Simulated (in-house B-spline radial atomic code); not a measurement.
**The selenium ion Se⁺: [Ar] 3d10 4s2 4p3**

Computed with a B-spline radial code for spherical atoms: non-relativistic wB97X, spin-polarised, spherical fractional occupations, point nucleus.

Effective charges: Z_r = [3n² - l(l+1)]/(2<r>) from the radius, Z_e = n√(-2ε) from the energy, and Slater's rules. Values are occupation-weighted means over spin.

```json
{"shell": "1s", "electrons": "2", "ε (eV)": "-12355", "<r> (bohr)": "0.04499", "Z_r": "33.34", "Z_e": "30.13", "Slater": "33.70"}
{"shell": "2s", "electrons": "2", "ε (eV)": "-1590.5", "<r> (bohr)": "0.1998", "Z_r": "30.02", "Z_e": "21.62", "Slater": "29.85"}
{"shell": "2p", "electrons": "6", "ε (eV)": "-1428.6", "<r> (bohr)": "0.1728", "Z_r": "28.94", "Z_e": "20.49", "Slater": "29.85"}
{"shell": "3s", "electrons": "2", "ε (eV)": "-226.24", "<r> (bohr)": "0.5842", "Z_r": "23.11", "Z_e": "12.23", "Slater": "22.75"}
{"shell": "3p", "electrons": "6", "ε (eV)": "-170.25", "<r> (bohr)": "0.5938", "Z_r": "21.05", "Z_e": "10.61", "Slater": "22.75"}
{"shell": "3d", "electrons": "10", "ε (eV)": "-71.241", "<r> (bohr)": "0.626", "Z_r": "16.77", "Z_e": "6.86", "Slater": "12.85"}
{"shell": "4s", "electrons": "2", "ε (eV)": "-30.502", "<r> (bohr)": "1.798", "Z_r": "13.35", "Z_e": "5.99", "Slater": "7.30"}
{"shell": "4p", "electrons": "3", "ε (eV)": "-20.148", "<r> (bohr)": "2.085", "Z_r": "11.03", "Z_e": "4.87", "Slater": "7.30"}
```

The least bound orbital is 4p up at -20.15 eV, and it is also the most diffuse (<r> = 2.085 bohr).
